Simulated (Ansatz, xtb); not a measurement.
**Two isomers of C2H5ClSi**

We compare I, `C=C([SiH3])Cl`, a singlet, with II, `[SiH3]/C=C\Cl`, a singlet. Both are isolated molecules in the gas phase, relaxed with PBE0-D3(BJ)/def2-SVP.

Energies in hartree; the thermal terms are from PBE0-D3(BJ)/def2-SVP harmonic frequencies (ideal gas, rigid rotor, one conformer each, 298.15 K, 1 atm) and include the zero-point energy:

```
                              I           II
E, CCSD(T)/def2-SVP  −827.325670  −827.326471
    E, MP2/def2-SVP  −827.255496  −827.256584
  E, MP2/def2-TZVPP  −827.743205  −827.743450
  zero-point energy     0.058111     0.058365
       H(298 K) − E     0.064728     0.064951
       G(298 K) − E     0.028784     0.028757
```

Task: Correct the CCSD(T) difference for the basis set by the MP2 change, then work out ΔE, ΔE₀, ΔH and ΔG for I → II in kcal/mol (1 Eh = 627.51 kcal/mol) and the equilibrium ratio [II]/[I].

Result: 1. Differences II − I: CCSD(T) −0.000801, MP2 in the small set −0.001088, MP2 in the large set −0.000245 Eh.
2. ΔE = −0.000801 + (−0.000245 − (−0.001088)) = +0.000042 Eh = +0.03 kcal/mol.
3. ΔE₀ = ΔE + ΔZPE = +0.000042 + (+0.000254) Eh = +0.19 kcal/mol.
4. ΔH = ΔE + (+0.000223) Eh = +0.17 kcal/mol.
5. ΔG = ΔE + (−0.000027) Eh = +0.01 kcal/mol, so ΔS = (ΔH − ΔG)/T = +2.2 J/(mol K).
6. kT = 0.9442 mEh, so K = [II]/[I] = exp(−ΔG/kT) = exp(−0.02) ≈ 0.98.

The two are too close for this level to say which is favoured. An error of 1 kcal/mol in ΔG would change K by a factor of 5.4. Mirror images and further conformers aren't counted.

As drawn, both hold the same kinds of bond in the same numbers.

Other levels gave ΔE = −0.2 (GFN2-xTB); +0.8 (HF/STO-3G, GFN2-xTB geometries); −0.9 (r2SCAN-D4/def2-SVP, GFN2-xTB geometries); −1.1 (PBE0-D3(BJ)/def2-SVP); −0.2 (HF/def2-SVP); −0.7 (MP2/def2-SVP); −0.5 (CCSD(T)/def2-SVP) kcal/mol. The correlated steps freeze 12 core orbitals. Programs: Ansatz 0.2.0, xtb 6.7.1.
